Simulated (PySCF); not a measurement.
C2H8AsB.
Atom-mapped SMILES: `[BH2:1][AsH:2][CH2:3][CH3:4]` (hydrogens: H5, H6 on B1; H7 on As2; H8, H9 on C3; H10, H11, H12 on C4)

Cartesian coordinates in Å at the PBE0-D3(BJ)/def2-SVP level; atoms count from 1:
```
atom  x, y, z in Å
B1     2.610   -0.325    0.381
As2    0.938    0.652    0.715
C3    -0.506   -0.394   -0.132
C4    -1.853    0.304   -0.049
H5     3.645    0.288    0.287
H6     2.622   -1.531    0.455
H7     1.054    1.821   -0.244
H8    -0.521   -1.352    0.411
H9    -0.234   -0.616   -1.173
H10   -2.645   -0.317   -0.498
H11   -1.845    1.265   -0.587
H12   -2.138    0.511    0.994
```

Method used: PySCF, PBE0-D3(BJ)/def2-SVP geometry optimisation, gas phase.

Masses are those of the commonest isotopes; rigid-rotor values at the optimised geometry. The values belong to one conformer with, in the numbering `[BH2:1][AsH:2][CH2:3][CH3:4]`, H–B1–As2–C3 150° and -40°, B1–As2–C3–C4 -175°.

Question: What are A, B and C (MHz)?

Answer: Ia = 40.77, Ib = 192.00, Ic = 221.08 u·Å²; 505379 MHz·u·Å²/I gives A = 12395, B = 2632, C = 2286 MHz.

Question: What kind of rotor is it?

Answer: A near-prolate asymmetric top: κ = (2 × 2632 − 12395 − 2286)/(12395 − 2286) = -0.93.

Question: Is it planar, by Δ = Ic − Ia − Ib?

Answer: Not planar: Δ = Ic − Ia − Ib = -11.69 u·Å². For a rigid frame Δ = −2 Σ m c², so Σ m c² = 5.85 u·Å² lies off the ab plane: 5.62 from hydrogen and 0.23 from heavier atoms. The atom farthest from that plane is 1.34 Å away.

Question: Where do the levels up to J = 3 lie, in cm⁻¹?

Answer: Above 0(0,0):
J = 1: 1(0,1) 0.1641, 1(1,1) 0.4897, 1(1,0) 0.5013
J = 2: 2(0,2) 0.4919, 2(1,2) 0.8063, 2(1,1) 0.8409, 2(2,1) 1.8179, 2(2,0) 1.8182
J = 3: 3(0,3) 0.9828, 3(1,3) 1.2809, 3(1,2) 1.3502, 3(2,2) 2.3101, 3(2,1) 2.3116, 3(3,1) 3.9675, 3(3,0) 3.9675

Question: Which lines would a microwave search look for?

Answer: The dipole components are |μa| = 1.27 D, |μb| = 0.48 D, |μc| = 0.43 D. The squared components, which scale the intensities, stand as 1.00 : 0.14 : 0.12 (a : b : c). Some lines, for components of 0.1 D or more:

```csv
type,branch,"J(Ka,Kc)",MHz,lower level (cm⁻¹)
a,Q,"2(1,1) ← 2(1,2)",1039,0.806
a,R,"1(0,1) ← 0(0,0)",4918,0.000
a,R,"2(1,2) ← 1(1,1)",9490,0.490
c,Q,"1(1,1) ← 1(0,1)",9763,0.164
a,R,"2(0,2) ← 1(0,1)",9827,0.164
b,R,"1(1,1) ← 0(0,0)",14681,0.000
c,R,"1(1,0) ← 0(0,0)",15028,0.000
b,R,"2(1,2) ← 1(0,1)",19253,0.164
c,R,"2(1,1) ← 1(0,1)",20292,0.164
c,Q,"2(2,1) ← 2(1,1)",29290,0.841
c,R,"2(2,0) ← 1(1,0)",39481,0.501
```

Stationary, but not proved a minimum. No vibrational averaging or centrifugal distortion is included, and the geometry carries the error of its method. A rigid rotor knows nothing of internal rotation, which can split or shift real lines. Quadrupole hyperfine structure (11B, 75As) is left out.

Time: 43 s wall; peak memory 0.47 GiB. Hardware: one thread of an Intel Xeon Platinum 8488C, no GPU (shared host). That covers the optimisation of the geometry.
